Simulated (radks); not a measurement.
The numbers below are computed, except where a source is named.
Zn4+, 26 electrons, occupied as [Ar] 3d6 4f2 (not the ground configuration). Code: a radial shooting solver on a logarithmic mesh with Libxc functionals. Model: Dirac Kohn-Sham, PW91, spin-unpolarised, spherical densities, point nucleus; open shells are shared between the two j in proportion to 2j + 1.

Unscreened Slater integrals over Kohn-Sham orbitals (eV). Large and small components are both included. Empty in this configuration: 4s1/2.

\begin{tabular}{lr}
integral & value \\ \hline
F0(4f7/2,4f7/2) & 8.0290 \\
F2(4f7/2,4f7/2) & 4.3297 \\
F4(4f7/2,4f7/2) & 2.8513 \\
F6(4f7/2,4f7/2) & 2.0960 \\
F0(4f7/2,4f5/2) & 8.0296 \\
F2(4f7/2,4f5/2) & 4.3298 \\
F4(4f7/2,4f5/2) & 2.8514 \\
G2(4f7/2,4f5/2) & 4.3293 \\
G4(4f7/2,4f5/2) & 2.8511 \\
G6(4f7/2,4f5/2) & 2.0958 \\
F0(4f7/2,3d5/2) & 10.213 \\
F2(4f7/2,3d5/2) & 1.3088 \\
F4(4f7/2,3d5/2) & 0.45321 \\
G1(4f7/2,3d5/2) & 0.55542 \\
G3(4f7/2,3d5/2) & 0.31744 \\
G5(4f7/2,3d5/2) & 0.21715 \\
F0(4f7/2,3d3/2) & 10.213 \\
F2(4f7/2,3d3/2) & 1.3002 \\
G3(4f7/2,3d3/2) & 0.31352 \\
G5(4f7/2,3d3/2) & 0.21446 \\
F0(4f7/2,4s1/2) & 9.7018 \\
G3(4f7/2,4s1/2) & 2.4712 \\
F0(4f5/2,4f5/2) & 8.0302 \\
F2(4f5/2,4f5/2) & 4.3300 \\
F4(4f5/2,4f5/2) & 2.8514 \\
F0(4f5/2,3d5/2) & 10.215 \\
F2(4f5/2,3d5/2) & 1.3097 \\
F4(4f5/2,3d5/2) & 0.45367 \\
G1(4f5/2,3d5/2) & 0.55569 \\
G3(4f5/2,3d5/2) & 0.31759 \\
G5(4f5/2,3d5/2) & 0.21725 \\
F0(4f5/2,3d3/2) & 10.215 \\
F2(4f5/2,3d3/2) & 1.3011 \\
G1(4f5/2,3d3/2) & 0.54943 \\
G3(4f5/2,3d3/2) & 0.31396 \\
F0(4f5/2,4s1/2) & 9.7031 \\
G3(4f5/2,4s1/2) & 2.4720 \\
F0(3d5/2,3d5/2) & 35.287 \\
F2(3d5/2,3d5/2) & 17.022 \\
F4(3d5/2,3d5/2) & 10.736 \\
F0(3d5/2,3d3/2) & 35.361 \\
F2(3d5/2,3d3/2) & 17.052 \\
G2(3d5/2,3d3/2) & 17.028 \\
G4(3d5/2,3d3/2) & 10.739 \\
F0(3d5/2,4s1/2) & 18.173 \\
G2(3d5/2,4s1/2) & 1.8447 \\
F0(3d3/2,3d3/2) & 35.435 \\
F2(3d3/2,3d3/2) & 17.082 \\
F0(3d3/2,4s1/2) & 18.184 \\
G2(3d3/2,4s1/2) & 1.8330 \\
F0(4s1/2,4s1/2) & 14.460 \\
\end{tabular}
